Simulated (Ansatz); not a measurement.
Geometry optimisation, RHF/def2-SVP in Ansatz.

Input file:

```yaml
crystal:
  periodic: [false, false, false]
  atoms:
    - { symbol: Hf, position_ang: [-1.0199, -0.2882, -0.6356] }
    - { symbol: "N", position_ang: [0.9078, 0.8182, 0.852] }
    - { symbol: S, position_ang: [0.747, -1.808, -0.5643] }
    - { symbol: H, position_ang: [1.2734, -0.388, 0.4024] }
    - { symbol: O, position_ang: [-0.7498, 0.7835, -2.1443] }
    - { symbol: O, position_ang: [-2.169, -0.7529, 0.7632] }
    - { symbol: H, position_ang: [1.627, 1.462, 0.5378] }
    - { symbol: H, position_ang: [0.995, 0.7718, 1.8626] }
    - { symbol: H, position_ang: [0.1559, 0.7506, -2.4766] }
    - { symbol: H, position_ang: [-1.7674, -1.349, 1.4028] }
basis:
  gaussian: { orbitals: def2-SVP }
hamiltonian:
  xc: hf
relax:
  f_tol: 0.15
  max_steps: 25
  restrain:
    - { distance: [3, 1], at: 2.32, k: 30.0 }
    - { distance: [0, 1], at: 2.46, k: 30.0 }
    - { distance: [3, 2], at: 1.36, k: 30.0 }
```

Launched with:

```bash
$ ansatz run input.yaml --threads 2 --pin off --max-ram 3072MiB --backend cpu --events-out ev --progress --plain --runs-dir out
```

Where does it end, and by what steps?

The run converged. The restraints hold the end off the free minimum. After 10 steps the energy has fallen by 2.817 eV (the restraints' own energy left out); H9 moved furthest, 1.15 Å. Parted: Hf1–H9, Hf1–H10. Joined: S3–H4.

```csv
step,energy less start (eV),largest force component (eV/Å),accepted
0,0.0000,5.021,yes
1,0.1285,3.036,yes
2,-0.5377,3.191,yes
3,-1.6524,2.547,yes
4,-2.1492,2.238,yes
5,-2.3721,2.123,yes
6,-2.5995,2.271,yes
7,-2.6747,2.801,yes
8,-2.7851,2.451,yes
9,-2.8067,2.255,yes
10,-2.8173,2.385,yes
```

```xyz
10
Properties=species:S:1:pos:R:3
Hf -0.380 -0.245 -0.306
N 1.117 0.965 1.035
S 1.251 -2.083 -0.472
H 1.847 -1.128 0.289
O -0.748 0.598 -1.995
O -2.007 -0.759 0.581
H 1.597 1.787 0.712
H 1.029 1.021 2.034
H -0.913 0.927 -2.859
H -2.793 -1.083 0.981
```

Time of the run: 19 s on 2 threads of Arm Neoverse V2, on a shared host, peak memory 0.25 GiB.
